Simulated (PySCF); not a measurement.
C3H7OSSi (doublet state).
Structure used (GFN2-xTB), in Å, numbered top down from 1:
```
atom  x, y, z in Å
O1     2.6112   -0.4230    0.4748
Si2    1.1967   -1.1831    0.1598
C3    -0.2857   -0.0195    0.4621
C4    -1.6129   -0.5529   -0.0870
S5    -1.8106    0.8470   -1.2505
C6    -0.2383    1.2491   -0.4070
H7     2.8277   -0.0201    1.3099
H8     1.3918   -1.5399   -1.2358
H9    -0.3831    0.2442    1.5193
H10   -2.4305   -0.5913    0.6307
H11   -1.5506   -1.5015   -0.6174
H12    0.5849    1.3030   -1.1173
H13   -0.3049    2.1885    0.1406
```

The hyperfine couplings belong to this conformer and change with its torsions.

As a line formula: `O[SiH]C1CSC1` [radical].

Theory: UKS B3LYP, pcH-1 on C H O S Si, non-relativistic, mean-field spin-orbit, GIAO in PySCF 2.14.0. Isolated species at its GFN2-xTB geometry (one conformer only). GFN2-xTB frequencies show an imaginary mode (44i cm⁻¹), so this geometry is no minimum at that level. Couplings are sensitive to structure, and on GFN2-xTB geometries they can be far from those on DFT ones, by a factor of two or more for some ions and for spin on atoms past the first row.

Q: Count the α and β electrons and give S(S+1).

A: Nα = 32, Nβ = 31 (63 in all), and S(S+1) = 0.75 for S = 1/2.

Mulliken spin populations, one withheld:

| atom | bound to | population |
| --- | --- | --- |
| O1 | Si2, H7 | ? |
| Si2 | O1, C3, H8 | +0.8294 |
| C3 | Si2, C4, C6, H9 | +0.0411 |
| C4 | C3, S5, H10, H11 | -0.0003 |
| S5 | C4, C6 | +0.0052 |
| C6 | S5, C3, H12, H13 | +0.0162 |
| H7 | O1 | -0.0021 |
| H8 | Si2 | +0.0396 |
| H9 | C3 | -0.0042 |
| H10 | C4 | -0.0001 |
| H11 | C4 | +0.0010 |
| H12 | C6 | -0.0043 |
| H13 | C6 | +0.0055 |

Q: What does O1 hold?

A: The populations add up to Nα − Nβ = 1, and the others sum to 0.9270, so O1 holds +0.073.

Q: Sum the populations by element and by sign.

A: Silicon +0.83, oxygen +0.07, carbon +0.06, hydrogen +0.04, sulfur +0.01. The positive populations sum to 1.01, the negative ones to -0.01.

Q: With ⟨S²⟩ = 0.7513, find the sum of squared α–β overlaps and estimate the admixture of higher spin.

A: Σ|⟨iα|jβ⟩|² over occupied orbitals = Nβ − [⟨S²⟩ − S(S+1)] = 31 − 0.0013 = 30.9987. If the quartet state (S + 1) were the only admixture, its weight would be 0.0013/(2S + 2) = 0.04 %. For Kohn–Sham this describes the determinant of the orbitals, not the true wave function.

Q: What Fermi-contact NMR shifts do the couplings of C3, C4/C6, H7, H9, H10/H13, H11/H12 imply at 298 K (Curie law, g = gₑ)?

A: δ = a_FC·h·gₑ μB S(S+1)/(3 g_N μN kT), with k/h = 20836.6 MHz/K:

```
 nuclei  isotope  a_FC (MHz)     g_N  contact shift (ppm)
     C3      13C       58.30  1.4048                +6143
  C4/C6      13C       14.35  1.4048                +1512
     H7       1H       -6.12  5.5857                 -162
     H9       1H       -1.44  5.5857                  -38
H10/H13       1H        4.88  5.5857                 +129
H11/H12       1H        3.16  5.5857                  +84
```

The sign follows the spin density at the nucleus: positive density means a positive shift. Entries for several nuclei are means.

Means are taken over nuclei equivalent by connectivity, which assumes that they swap fast. The 13C value of +14.4 MHz is a mean of couplings from -1.2 to 29.9 MHz in this one geometry, not an average over conformers. The 1H value of +4.9 MHz is a mean of couplings from 1.1 to 8.7 MHz in this one geometry, not an average over conformers.
